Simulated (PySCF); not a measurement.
Computed shifts of a molecule C5H7N, PySCF with PBE/pcSseg-1, GIAO, gas phase, equivalent atoms averaged, in ppm (number of nuclei): ¹³C: 171.7 (1), 161.0 (1), 115.2 (1), 69.7 (1), 34.1 (1). ¹⁵N: 404.2 (1). ¹H: 7.83 (1), 5.89 (1), 5.75 (1), 4.57 (2), 2.66 (2). References: ¹³C against TMS (σ = 182.0 ppm); ¹⁵N against NH3 (σ = 267.0 ppm); ¹H against TMS (σ = 31.49 ppm), references at their B3LYP-D3(BJ)/def2-TZVP geometries, non-relativistic. Coordinates come from a PBE0-D3(BJ)/def2-SVP optimisation. Other conformers were not sampled.

Question: Identify the compound among the candidates.
(A) C1=CCCN=C1
(B) C[C@@H]1C[C@@H]1C#N
(C) C#CC(=C)CN
(D) C=C1C=NCC1

Answer: D, C=C1C=NCC1
